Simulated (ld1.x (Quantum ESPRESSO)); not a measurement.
Before and after: TM potential for zirconium (Zr)

ld1.x (Quantum ESPRESSO) 7.5 input, shortened:

```
&input
   title='Zr', zed=40., rel=1, dft='PBE', iswitch=3,
   config='[Kr] 4d2 5s1.75 5p0'
 /
 &inputp
   pseudotype=2, tm=.true., lloc=1,
   nlcc=.true., rcore=2.15
 /
3
5S  1  0   1.75   0.00  2.75  2.75  0.0
4D  3  2   2.00   0.00  2.10  2.10  0.0
5P  2  1   0.00   0.00  3.25  3.25  0.0
 &test
   configts(1)='4d2 5s1.75 5p0'
 /
```

All-electron outer shells of the reference configuration (PBE, scalar-relativistic, ld1.x):

| shell | level (eV) | outermost node (bohr) | outermost maximum (bohr) |
| --- | --- | --- | --- |
| 4s | -56.05 | 0.55 | 1.08 |
| 4p | -34.01 | 0.56 | 1.17 |
| 5s | -5.75 | 1.47 | 3.11 |
| 4d | -5.10 | 0.58 | 1.59 |
| 5p | -2.59 | 1.69 | 4.00 |

Change: wave 4d (bound): rc 2.10 bohr becomes 4d (bound): rc 2.78 bohr.

Cutoffs: the cutoffs (Ry, on a coarse ladder) from which the occupation-weighted sum of valence levels, in a spherical-Bessel basis at the reference potential, stays within 10 and 1 mRy of its value at 400 Ry; they do not see the model core or the augmentation charge, which bear on the density cutoff. Errors are all-electron minus pseudo energies relative to the spin-unpolarised reference configuration.

Question: How do hardness, ghosts and transferability respond?

Answer: The potential gets softer (30 Ry and 35 Ry → 21 Ry and 30 Ry); of the 7 tests that both files solve, the error grows in 0 and shrinks in 2 by more than 15 % and 0.3 meV (median size 2.8 → 2.8 meV); neither file shows a bound ghost. A larger radius leaves more room for a smooth pseudo-wave, so fewer plane waves are needed.

```csv
quantity,base,changed
"cutoff, loose",30 Ry,21 Ry
"cutoff, tight",35 Ry,30 Ry
loose cutoff by channel (10 mRy a level),"s 6 Ry, d 25 Ry","s 6 Ry, d 21 Ry"
bound ghosts,none,none
"error for 4d2 5s2 5p0, meV [ΔE -1.27 eV]",+0.3,+0.3
"error for 4d2 5s1 5p0, meV [ΔE 5.86 eV]",-1.1,-0.9
"error for 4d2 5s0 5p0, meV [ΔE 18.80 eV]",-46,-45
"error for 4d2 5s1 5p1, meV [ΔE 1.77 eV]",-2.8,-2.8
"error for 4d2.5 5s1.5 5p0, meV [ΔE -0.76 eV]",-17,-14
"error for 4d3 5s0 5p0, meV [ΔE 6.25 eV]",-118,-98
"error for 4d2 5s1.5 5p0, meV [ΔE 1.61 eV]",-0.2,-0.1
s: phases at 3.55 bohr within 0.05 rad from the reference energy up to (Ry; the scan ends near 5),0.1,0.1
p: phases at 3.55 bohr within 0.05 rad from the reference energy up to (Ry; the scan ends near 5),1.2,1.2
d: phases at 3.55 bohr within 0.05 rad from the reference energy up to (Ry; the scan ends near 5),0.3,0.2
```
